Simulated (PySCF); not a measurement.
Species: InCl2(iPr), C₃H₇Cl₂In.
SMILES: `C[CH](C)[In]([Cl])[Cl]`

Method used: PySCF 2.14.0, density-fitted response routines, TDDFT wB97X-D/def2-SVPD, vertical, gas phase, core orbitals frozen in the response, def2 core potentials past Kr. Isolated species at its PBE0-D3(BJ)/def2-SVP geometry (one conformer only). Spin–orbit coupling is left out.

Q: Predict the UV-vis stick spectrum at this level.

A: 

```
state  λ (nm)  E (eV)       f  |μ| (D)  main configurations (H = HOMO, L = LUMO)
   S1   232.9    5.32   0.013     0.79                               H→L+1 (96%)
   S2   221.8    5.59   0.332     3.96                                 H→L (88%)
   S3   211.6    5.86   0.032     1.20                               H-1→L (90%)
   S4   208.8    5.94  0.0003     0.12                               H-2→L (93%)
   S5   201.4    6.16  0.0001     0.08                             H-1→L+1 (98%)
   S6   196.9    6.30   0.041     1.30                  H-3→L (82%), H-4→L (10%)
   S7   194.8    6.37   0.044     1.34                  H-4→L (76%), H-3→L (10%)
   S8   191.7    6.47  0.0086     0.59                H-2→L+1 (81%), H-5→L (13%)
   S9   185.8    6.67  0.0054     0.46              H-4→L+1 (82%), H-3→L+1 (15%)
  S10   179.3    6.92   0.093     1.88              H-3→L+1 (74%), H-4→L+1 (14%)
```

Triplets (Tamm–Dancoff): T1 4.33 eV, H→L (93%); T2 5.02 eV, H→L+1 (98%); T3 5.49 eV, H-1→L (91%); T4 5.66 eV, H-2→L (90%).

The lowest singlet comes at 233 nm (514 kJ/mol) in the ultraviolet; it is weak; its leading configuration is HOMO→LUMO+1 (96%). The most intense listed level is S2 at 5.59 eV (222 nm, f = 0.332), 0.27 eV above S1. Löwdin shares by element: HOMO chlorine 30%, carbon 29% or more, indium 15% (atoms not listed hold the other 27%); LUMO indium 43%, chlorine 33%, carbon 16% or more. Orbital energies (eV): HOMO-3 -11.08, HOMO-2 -10.72, HOMO-1 -10.57, HOMO -9.69, LUMO -0.29, LUMO+1 0.05, LUMO+2 1.63. The listed states span 1.59 eV. The vertical ionisation energy (ΔSCF) is 9.81 eV, 2.89 eV above S10. Singlets were solved by full linear response, triplets in the Tamm–Dancoff approximation.

Hardware: one thread, Arm Neoverse N1 (aarch64), on a shared host. Cost: 5.9 min (grids of density and orbitals included), 1.1 GiB resident at most.
